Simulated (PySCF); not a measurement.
EPR parameters of C2H6NSi2

C2H6NSi2 (doublet state).
Cartesian coordinates in Å at the GFN2-xTB level; atoms count from 1:
```
atom  x, y, z in Å
N1     3.1128    1.5270   -0.6540
C2     2.3548    0.8921   -0.0567
Si3    1.3068   -0.2791    0.8782
C4    -0.1486   -0.9869   -0.0973
Si5   -1.5781    0.2498   -0.3833
H6     1.0802    0.1460    2.2521
H7    -0.5371   -1.8616    0.4265
H8     0.2060   -1.3421   -1.0659
H9    -2.6425   -0.4155   -1.1354
H10   -1.0648    1.4042   -1.1168
H11   -2.0841    0.6686    0.9265
```

The hyperfine couplings belong to this conformer and change with its torsions.

The species is `C([SiH]C[SiH3])#N` [radical].

Computed with UKS B3LYP, pcH-1 on C H N Si, non-relativistic, mean-field spin-orbit, GIAO (PySCF 2.14.0). One conformer (not necessarily the lowest) at the GFN2-xTB geometry, without solvent, vibrations or thermal averaging. The geometry wasn't refined by DFT: couplings that depend on bond lengths, twists or pyramidal angles can differ widely from those at the functional's own minimum, by a factor of two or more for some ions and for spin on atoms past the first row. Stability of the SCF solution: not tested.

- g1, g2, g3: 2.00199, 2.00298, 2.00414
- g_iso: 2.00304
- Form of g: rhombic: the two nearest values differ by 46 % of g3 − g1
- ⟨S²⟩: 0.7543 (exact 0.7500)
- HOMO–LUMO gap, α and β orbitals: 5.11, 6.03 eV
- Basis functions: 205

Hyperfine couplings atom by atom, in mT; T1 to T3 are the principal values of the dipolar part; ρ(0) is the spin density at the nucleus (MHz turned into mT with g_iso):

```tsv
atom	isotope	a_iso	of which spin–orbit	T1	T2	T3	Mulliken spin population	ρ(0) (bohr⁻³)
N1	14N	0.13	0.00	-0.26	-0.21	0.48	0.15	0.0117
C2	13C	0.08	0.00	-0.33	-0.02	0.35	-0.09	0.0019
Si3	29Si	-14.77	0.04	-6.06	3.03	3.03	0.92	0.4674
C4	13C	0.23	0.00	-0.15	-0.14	0.30	-0.01	0.0057
Si5	29Si	-2.02	0.00	-0.31	0.14	0.18	0.02	0.0639
H6	1H	0.67	0.00	-0.36	0.06	0.30	-0.01	0.0042
H7	1H	0.37	0.00	-0.14	-0.09	0.23	0.00	0.0023
H8	1H	0.29	0.00	-0.14	-0.08	0.22	0.00	0.0018
H9	1H	0.89	0.00	-0.04	-0.02	0.06	0.01	0.0056
H10	1H	-0.05	0.00	-0.06	-0.02	0.08	0.00	-0.0003
H11	1H	-0.04	0.00	-0.06	-0.02	0.09	0.00	-0.0003
```

The largest Mulliken spin populations are on Si3 (+0.92), N1 (+0.15) and C2 (-0.09). The positive populations add up to 1.11 and the negative ones to -0.11, together 2S = 1. The angles at Si3 add up to 345.8°, so it is pyramidal.

Axes: g3 points within 12° of the N1–C2 bond.

Under fast tumbling the dipolar parts average out, and these isotropic splittings remain: 1 × 1H (H6, I = 1/2, 2 lines) with 0.67 mT, 2 × 1H (H7/H8, I = 1/2, 3 lines) with 0.33 mT, 3 × 1H (H9/H10/H11, I = 1/2, 4 lines) with 0.27 mT and 1 × 14N (N1, I = 1, 3 lines) with 0.13 mT.

Nuclei that the bonding pattern makes equivalent are averaged, as if the motion that swaps them (rotation, inversion, ring flip) were fast. The three 1H nuclei of mean +7.5 MHz run from -1.4 to 25.0 MHz in the frozen geometry.

The 13C coupling of C4 (6.5 MHz) shows only in satellite lines or after enrichment, since that isotope makes up about 1.07 % of natural carbon.

The 29Si coupling of Si3 (-414.2 MHz) shows only in satellite lines or after enrichment, since that isotope makes up about 4.7 % of natural silicon.

The run took 37 s of wall time (grids of density and orbitals included) on an Arm Neoverse V1 with one thread, no GPU, shared host with 32 logical CPUs at a one-minute load of 14, and the process peaked at 0.67 GiB of memory.
